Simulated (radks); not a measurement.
Results of a calculation; reference values are marked as such.
Q: Ionisation of the caesium ion Cs32+, [Ar] 3d5, to Cs33+, [Ar] 3d4, under several functionals. Scalar-relativistic Kohn-Sham, spin-unpolarised, spherical densities, finite nucleus; a radial shooting solver on a logarithmic mesh with Libxc functionals. Known Delta-SCF values: PBEsol 2035.6 eV. What does Wu-Cohen GGA give, and what is its highest occupied eigenvalue?

A: 2036.0 eV by Delta-SCF; the 3d eigenvalue is -1991.3 eV. NIST: 2029 eV (theoretical).

Beside tabulated values, note that spin-unpolarised runs miss the spin-polarisation part of the exchange energy of open shells.
